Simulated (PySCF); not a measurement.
**BHandHLYP on I³⁺ (iodine, charge +3)**

Configuration: [Kr] 4d10 5s2 5p2, high-spin 3P determinant. Calculation: PySCF 2.14, in aug-cc-pV5Z-PP with ECP28MDF (8s8p6d4f3g2h, 139 functions); a scalar-relativistic core potential.

* Total energy: -293.4557 hartree
* One-electron energy: -485.5403 hartree
* Hartree (Coulomb) energy: 213.1456 hartree
* Exchange-correlation energy: -21.0611 hartree
* ⟨S²⟩: 2.0026
* ⟨L²⟩: 2.008
* Sum of ⟨r⟩: 23.63 bohr
* Sum of ⟨r²⟩: 33.14 bohr²
* Traceless quadrupole moment −½Σ⟨3z² − r²⟩ along its main axis: 1.93 e·bohr²

```tsv
shell	electrons	mean orbital energy (hartree)	spread (hartree)	rms radius, mean of both spins (bohr)
4s α	1	-8.39382	0	0.795
4s β	1	-8.37835	0	0.795
4p α	3	-6.32097	0.01397	0.853
4p β	3	-6.30571	0.03095	0.853
4d α	5	-3.26487	0.02122	0.994
4d β	5	-3.25135	0.03281	0.994
5s α	1	-1.87092	0	1.95
5s β	1	-1.75258	0	1.95
5p α	2	-1.38179	0	2.24
```

Energies and moments cover only the electrons outside the core potential.
